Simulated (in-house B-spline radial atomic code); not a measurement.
Ca³⁺ is squeezed into an impenetrable sphere of radius R (the orbitals vanish at R). Method: Dirac-Hartree-Fock, average of configuration, Fermi nucleus of rms radius 3.4776 fm. Calculated with an all-electron radial atomic-structure program (B-spline basis).

Energies in eV above the free ion in [Ne] 3s2 3p5:

| R (bohr) | highest level (eV) | [Ne] 3s2 3p5 | [Ne] 3s1 3p6 | [He] 2s2 2p5 3s2 3p5 3d1 |
| --- | --- | --- | --- | --- |
| 7.71 | -67.9 | 0 | 24.93 | 354.1 |
| 6.76 | -67.9 | 0 | 24.93 | 354.1 |
| 4.83 | -67.9 | 0.003706 | 24.93 | 354.1 |
| 4.07 | -67.8 | 0.05931 | 25 | 354.2 |
| 3.65 | -67.7 | 0.261 | 25.24 | 354.5 |
| 3.18 | -67.1 | 1.302 | 26.42 | 355.6 |
| 2.43 | -62.1 | 15.07 | 41.28 | 369.5 |
| 2.11 | -54.7 | 41.38 | 68.88 | 395.9 |
| 1.81 | -39.6 | 106 | 135.4 | 461.5 |
| 1.49 | -2.16 | 293.7 | 325.5 | 654.8 |

(1) Does [Ne] 3s1 3p6 fall below [Ne] 3s2 3p5 under compression?

(2) Does [He] 2s2 2p5 3s2 3p5 3d1 fall below [Ne] 3s2 3p5 under compression?

Answers

(1) No, it stays above over the whole range.

(2) No, it stays above over the whole range.
